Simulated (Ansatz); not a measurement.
`ClC1C[SiH2]O1`, 10 atoms. Total charge 0; spin multiplicity 1. All runs use 4 threads of an Arm Neoverse V2 on a shared host. Correlated methods freeze the cores.

(1) Give the basis size and wall time and peak host memory of each of these runs in Ansatz. RKS PBE0-D4/def2-TZVP relaxation (9 steps); RKS ωB97M-V/def2-QZVPP energy; RHF-MP2/def2-QZVPP energy; RKS CAM-B3LYP-D4/def2-TZVPP energy; RHF-CCSD(T)/def2-TZVPP energy; direct RPA on PBE orbitals/def2-TZVPP energy; RKS PBE0-D4/def2-SVP energy; RKS PBE0-D4/def2-QZVPP energy; RKS PBE0-D4/def2-TZVPP energy; RKS BHLYP-D4/def2-TZVPP energy; RHF-CCSD(T)/def2-SVP energy; RKS PBE0-D4/def2-TZVP frequencies. (Best estimate.)

Results:

(1) Computed: Other jobs shared the machine, so times are rough.

```
                                level                   job  functions  wall time  peak host memory (GiB)
                 RKS PBE0-D4/def2-SVP                energy        103      1.1 s                    0.21
               RKS PBE0-D4/def2-TZVPP                energy        247        3 s                    0.64
              RKS BHLYP-D4/def2-TZVPP                energy        247      3.2 s                    0.67
          RKS CAM-B3LYP-D4/def2-TZVPP                energy        247      3.5 s                    0.73
                 RHF-CCSD(T)/def2-SVP                energy        103        4 s                    0.43
direct RPA on PBE orbitals/def2-TZVPP                energy        247      5.5 s                    0.63
               RKS PBE0-D4/def2-QZVPP                energy        461      8.5 s                     1.8
               RKS ωB97M-V/def2-QZVPP                energy        461       21 s                     2.1
                   RHF-MP2/def2-QZVPP                energy        461       21 s                     2.9
                RKS PBE0-D4/def2-TZVP  relaxation (9 steps)        197       33 s                    0.54
               RHF-CCSD(T)/def2-TZVPP                energy        247    2.2 min                       5
                RKS PBE0-D4/def2-TZVP           frequencies        197    2.4 min                    0.54
```
